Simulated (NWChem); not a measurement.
All runs are NWChem calculations. System: cyclohexanone (C₆H₁₀O), charge 0, spin multiplicity 1, at a geometry optimised with PBE0/def2-SVP. Level: B3LYP/def2-SVP, VWN1-RPA local correlation.

Output (cleaned and shortened):

```
             Northwest Computational Chemistry Package (NWChem) 7.3.0
             --------------------------------------------------------

                                NWChem Input Module
                                -------------------

 Scaling coordinates for geometry "geometry" by  1.889725989
 (inverse scale =  0.529177249)

 Turning off AUTOSYM since
 SYMMETRY directive was detected!

                             Geometry "geometry" -> ""
                             -------------------------

 Output coordinates in angstroms (scale by  1.889725989 to convert to a.u.)

  No.       Tag          Charge          X              Y              Z
 ---- ---------------- ---------- -------------- -------------- --------------
    1 O                    8.0000    -0.00482800     2.32547200     0.00000000
    2 C                    6.0000    -0.22091700     1.13758000     0.00000000
    3 C                    6.0000    -0.37813900     0.33895800    -1.27914100
    4 C                    6.0000     0.41918000    -0.96764300    -1.25720400
    5 C                    6.0000     0.13236700    -1.78139200     0.00000000
    6 C                    6.0000     0.41918000    -0.96764300     1.25720400
    7 C                    6.0000    -0.37813900     0.33895800     1.27914100
    8 H                    1.0000    -1.45487600     0.10493400    -1.37764900
    9 H                    1.0000    -0.10433400     0.98701100    -2.12386000
   10 H                    1.0000     0.19770000    -1.55517700    -2.16235900
   11 H                    1.0000     1.49748100    -0.73273300    -1.29832900
   12 H                    1.0000     0.73212500    -2.70572200     0.00000000
   13 H                    1.0000    -0.92663200    -2.09902200     0.00000000
   14 H                    1.0000     0.19770000    -1.55517700     2.16235900
   15 H                    1.0000     1.49748100    -0.73273300     1.29832900
   16 H                    1.0000    -0.10433400     0.98701100     2.12386000
   17 H                    1.0000    -1.45487600     0.10493400     1.37764900

 Effective nuclear repulsion energy (a.u.)     309.7783239510

            Nuclear Dipole moment (a.u.)
            ----------------------------
        X                 Y               Z
 ---------------- ---------------- ----------------
     0.0000056692     0.0000188973    -0.0000000000

      Symmetry information
      --------------------

 Group name             Cs
[...]
              MO Center=  8.1D-02, -1.6D-01, -2.1D-14, r^2= 4.8D+00
   Bfn.  Coefficient  Atom+Function         Bfn.  Coefficient  Atom+Function
  ----- ------------  ---------------      ----- ------------  ---------------
     4      0.303501   1 O  px              119     -0.209946  12 H  s
     7      0.204197   1 O  px               60     -0.187967   5 C  px
   124      0.167672  13 H  s                46      0.166635   4 C  px
    74      0.166635   6 C  px               32     -0.152784   3 C  px
    88     -0.152784   7 C  px              114      0.147551  11 H  s

 Vector   27  Occ=2.000000D+00  E=-2.406975D-01  Symmetry=a"
              MO Center= -9.5D-02,  1.6D+00, -1.7D-15, r^2= 2.5D+00
   Bfn.  Coefficient  Atom+Function         Bfn.  Coefficient  Atom+Function
  ----- ------------  ---------------      ----- ------------  ---------------
     6      0.544766   1 O  pz                9      0.390159   1 O  pz
    31      0.347180   3 C  s                87     -0.347180   7 C  s
    34      0.189198   3 C  pz               90      0.189198   7 C  pz
    20     -0.178218   2 C  pz               33      0.147071   3 C  py
    89     -0.147071   7 C  py               37      0.143158   3 C  pz

 Vector   28  Occ=0.000000D+00  E=-1.813057D-02  Symmetry=a'
              MO Center= -2.5D-01,  1.0D+00,  9.2D-15, r^2= 3.3D+00
   Bfn.  Coefficient  Atom+Function         Bfn.  Coefficient  Atom+Function
  ----- ------------  ---------------      ----- ------------  ---------------
    59      0.665936   5 C  s                18     -0.482660   2 C  px
    21     -0.443757   2 C  px                7      0.393022   1 O  px
     4      0.386189   1 O  px              100     -0.356619   8 H  s
   145     -0.356619  17 H  s                51     -0.249927   4 C  pz
    79      0.249927   6 C  pz               31      0.246593   3 C  s

 Vector   29  Occ=0.000000D+00  E= 5.205243D-02  Symmetry=a'
              MO Center=  1.9D-01, -9.9D-01,  5.6D-16, r^2= 8.3D+00
   Bfn.  Coefficient  Atom+Function         Bfn.  Coefficient  Atom+Function
  ----- ------------  ---------------      ----- ------------  ---------------
    45      0.974708   4 C  s                73      0.974708   6 C  s
   120     -0.857663  12 H  s                59      0.729740   5 C  s
    31      0.693220   3 C  s                87      0.693220   7 C  s
   110     -0.636453  10 H  s               130     -0.636453  14 H  s
   105     -0.573241   9 H  s               140     -0.573241  16 H  s

 Vector   30  Occ=0.000000D+00  E= 6.845539D-02  Symmetry=a'
              MO Center= -1.2D-01, -6.1D-01,  7.4D-15, r^2= 7.2D+00
   Bfn.  Coefficient  Atom+Function         Bfn.  Coefficient  Atom+Function
  ----- ------------  ---------------      ----- ------------  ---------------
    31      1.060988   3 C  s                87      1.060988   7 C  s
    45     -0.941409   4 C  s                73     -0.941409   6 C  s
   100     -0.895929   8 H  s               145     -0.895929  17 H  s
   115      0.881333  11 H  s               135      0.881333  15 H  s
   125     -0.688708  13 H  s               120      0.423588  12 H  s

 center of mass
 --------------
 x =  -0.00147979 y =   0.13735658 z =  -0.00000000

 moments of inertia (a.u.)
 ------------------
        1026.760636904060          79.324549131399           0.000000000000
          79.324549131399         434.528044058992           0.000000000000
           0.000000000000           0.000000000000         726.060215167630

     Multipole analysis of the density
     ---------------------------------

     L   x y z        total         alpha         beta         nuclear
     -   - - -        -----         -----         ----         -------
     0   0 0 0     -0.000000    -27.000000    -27.000000     54.000000

     1   1 0 0     -0.164011     -0.082008     -0.082008      0.000006
     1   0 1 0     -1.172469     -0.586244     -0.586244      0.000019
     1   0 0 1     -0.000000     -0.000000     -0.000000     -0.000000

     2   2 0 0    -31.296195    -41.422920    -41.422920     51.549645
     2   1 1 0     -0.335902     22.641448     22.641448    -45.618798
     2   1 0 1      0.000000      0.000000      0.000000     -0.000000
     2   0 2 0    -38.543871   -201.914226   -201.914226    365.284581
     2   0 1 1      0.000000      0.000000      0.000000     -0.000000
     2   0 0 2    -31.262223   -130.157766   -130.157766    229.053309

 Task  times  cpu:        8.0s     wall:        8.0s

 Total times  cpu:        8.1s     wall:        8.1s
```

Task: Write an NWChem input that would produce this output.

Result: Several could match; the one computed here: 
```
start mol
memory heap 200 mb stack 900 mb global 1100 mb
geometry units angstroms nocenter noautoz
  O     -0.004828     2.325472     0.000000
  C     -0.220917     1.137580     0.000000
  C     -0.378139     0.338958    -1.279141
  C      0.419180    -0.967643    -1.257204
  C      0.132367    -1.781392     0.000000
  C      0.419180    -0.967643     1.257204
  C     -0.378139     0.338958     1.279141
  H     -1.454876     0.104934    -1.377649
  H     -0.104334     0.987011    -2.123860
  H      0.197700    -1.555177    -2.162359
  H      1.497481    -0.732733    -1.298329
  H      0.732125    -2.705722     0.000000
  H     -0.926632    -2.099022     0.000000
  H      0.197700    -1.555177     2.162359
  H      1.497481    -0.732733     1.298329
  H     -0.104334     0.987011     2.123860
  H     -1.454876     0.104934     1.377649
  symmetry group Cs
end
basis spherical
  * library def2-svp
end
dft
  xc b3lyp
  semidirect memsize 60000000 filesize 0
  iterations 100
end
task dft energy
```
